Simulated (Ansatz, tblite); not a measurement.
Cost and result up the ladder for Ba2S2 (4 atoms). The state is a singlet with charge 0. Geometry: r2SCAN-D4/def2-SVP.

```xyz
4

Ba   -1.809   -0.001   -0.890
Ba    1.815    0.005    0.878
S    -0.288    1.840    0.584
S     0.282   -1.845   -0.572
```

Ansatz on 4 threads of Arm Neoverse V1 on a shared host; xTB runs through tblite on one thread. Times are rough, summed over both states, and most runs start from the orbitals of an earlier one. PBE0-D4/def2-TZVP serves as the yardstick here, not as an exact answer. The other state is a doublet.

In the def2 sets Ba takes a core potential; there is no spin–orbit coupling. The xTB rows come from tblite. The structure comes from a short search, and lower isomers may exist.

Raw xTB energies of ions are shifted by several eV.

```csv
level,functions,wall time
GFN2-xTB,36,0.014 s
GFN1-xTB,36,0.016 s
PBE-D4/def2-TZVP,154,16 s
PBE0-D4/def2-TZVP (with forces),154,20 s
r2SCAN-D4/def2-TZVP,154,43 s
```

Problem. Estimate what each level gives for the vertical IE (eV).

Solution. 
```tsv
level	vertical IE (eV)	difference from PBE0-D4/def2-TZVP (eV)
GFN2-xTB	11.46	5.05
GFN1-xTB	11.32	4.90
PBE-D4/def2-TZVP	6.33	-0.09
PBE0-D4/def2-TZVP (with forces)	6.42	0.00
r2SCAN-D4/def2-TZVP	6.33	-0.09
```
